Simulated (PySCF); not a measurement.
Frontier levels across methods

Compound: C3H5ClF2O.
Cartesian coordinates in Å at the PBE0-D3(BJ)/def2-SVP level; atoms count from 1:
```
atom  x, y, z in Å
F1    -2.2748   -0.5967    1.1089
C2    -1.6162    0.4404    0.5057
O3    -0.8116   -0.0211   -0.5074
C4     0.3128   -0.7505   -0.1065
C5     1.5251    0.1078    0.1904
F6     1.3258    0.8466    1.3139
Cl7    1.8947    1.1992   -1.1609
H8    -2.3565    1.1072    0.0389
H9    -1.0449    0.9670    1.2888
H10    0.5719   -1.4357   -0.9270
H11    0.0991   -1.3607    0.7891
H12    2.4145   -0.5233    0.3446
```

Basis pcSseg-1 throughout (PySCF), one geometry. Isolated species at its PBE0-D3(BJ)/def2-SVP geometry (one conformer only).

Problem. How do the orbital energies, the gap and the dipole change with the method?

Solution. 
```csv
method,kind,HOMO (eV),LUMO (eV),gap (eV),μ (D),SCF cycles
PBE,GGA,-6.94,-0.44,6.49,1.36,14
B97-D,GGA,-7.00,-0.38,6.63,1.39,14
BP86,GGA,-7.06,-0.55,6.52,1.38,14
LDA,LDA,-7.09,-0.69,6.40,1.40,14
KT3,GGA,-7.13,-0.49,6.64,1.33,15
B97-2,global hybrid,-8.31,0.58,8.89,1.45,14
PBE0,global hybrid,-8.57,0.66,9.23,1.46,13
HF,Hartree–Fock,-12.33,3.98,16.31,1.63,11
```

The HOMO spans 5.39 eV, from PBE down to HF, and the gap runs from 6.40 eV (LDA) to 16.31 eV (HF). Over the methods PBE (0 %), B97-D (0 %), BP86 (0 %), LDA (0 %), KT3 (0 %), B97-2 (21 %), PBE0 (25 %), HF (100 %), a straight line through the gap against the share of exact exchange rises by 0.98 eV for each 10 % (correlation coefficient 0.999). The dipole ranges from 1.33 D (KT3) to 1.63 D (HF). This basis has no diffuse functions.
